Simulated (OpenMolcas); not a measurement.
## Kr⁵⁺: the spin-orbit constant, worked from levels

```
Program             : OpenMolcas
Basis               : ANO-RCC-VQZP [7s6p4d2f1g]
Scalar Hamiltonian  : DKH2, point nucleus
Active space        : 3 electrons in 4 orbitals (4s 4p)
State averaging     : 2S+1 = 4 odd, 1 root; 2S+1 = 2 odd, 11 roots; 2S+1 = 4 even, 3 roots; 2S+1 = 2 even, 9 roots
Spin-orbit coupling : state interaction with AMFI integrals over the reference wave functions, term energies averaged over their components
```

Methods: CASSCF; MS-CASPT2, IPEA 0.25 Eh, imaginary shift 0.1 Eh (closed shells correlated: 3d). Measured levels: Saloman, J. Phys. Chem. Ref. Data 36, 215 (2007).

**The spin-orbit constant.** For the Hund term 2P* of p1, E(J) = (A/2) J(J+1) + constant and ζ = 2S·A = A. From J = 1/2 to J = 3/2 the energy changes by 1.5 A.

| Source | E(3/2) - E(1/2) | A | ζ |
| --- | --- | --- | --- |
| CASSCF | 7246.6 | 4831.1 | 4831 |
| MS-CASPT2 | 7276.2 | 4850.8 | 4851 |
| measured | 8110.0 | 5406.7 | 5407 |

All in cm-1. MS-CASPT2 is off by -10.3 % and CASSCF by -10.6 %. Both methods take the spin-orbit matrix elements from the reference wave functions, so the second can move ζ only through the term energies and any multistate remixing.

Over all roots computed the reference weight is 0.90 to 0.99 in MS-CASPT2; the roots of lowest weight are the least certain, and an intruder state may touch them. Computed and measured levels are paired by configuration, term and J; levels that our copy of the source lacks, or whose pairing is in doubt (as where it misses far off the trend of its configuration), stay unpaired and out of the deviations. Levels of configurations outside the active space are missing.

* marks odd parity.
